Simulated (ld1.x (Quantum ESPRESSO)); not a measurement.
**PBE ultrasoft dataset for oxygen (O), non-relativistic all-electron reference.**

* Element: O (Z = 8)
* Generator: ld1.x (Quantum ESPRESSO) 7.5
* Type: ultrasoft
* Functional: PBE
* Relativity: non-relativistic
* Frozen core: [He]
* Valence charge: 6
* Reference configuration: 2s2 2p2.5 (charge +1.5)
* Partial waves: 2s (bound): rcut 0.70, rcutus 0.95 bohr; 2s channel at -1.2 Ry: rcut 0.70, rcutus 0.95 bohr; 2p (bound): rcut 1.15, rcutus 1.40 bohr; 2p channel at 1.35 Ry: rcut 1.15, rcutus 1.40 bohr
* Local potential: all-electron potential smoothed inside 0.82 bohr (lloc = -1)
* Core correction: Bessel-smoothed model core inside 0.70 bohr
* Augmentation charge: PSQ, radius 0.70 bohr

Poles of the logarithmic derivatives, all-electron (AE) and pseudo (PS). s: poles at -2.1 (AE) and -2.1 (PS) Ry. p: poles at -1.2 (AE) and -1.3 (PS) Ry. Test radius 1.55 bohr.

* Cutoffs needed: 35 Ry and 70 Ry (the cutoffs (Ry, on a coarse ladder) from which the occupation-weighted sum of valence levels, in a spherical-Bessel basis at the reference potential, stays within 10 and 1 mRy of its value at 400 Ry)
* Ghost test: no extra level below or beside the all-electron valence levels (s, p, d, f tested) (spherical-Bessel basis up to 400 Ry, 20 bohr box)
* Configuration tests: test run stopped at test 1 of 7 (negative rho)
* Lowest eigenvalue of the overlap operator: 0.13 (p channel)
* Density cutoff estimated by the generator: 758 Ry
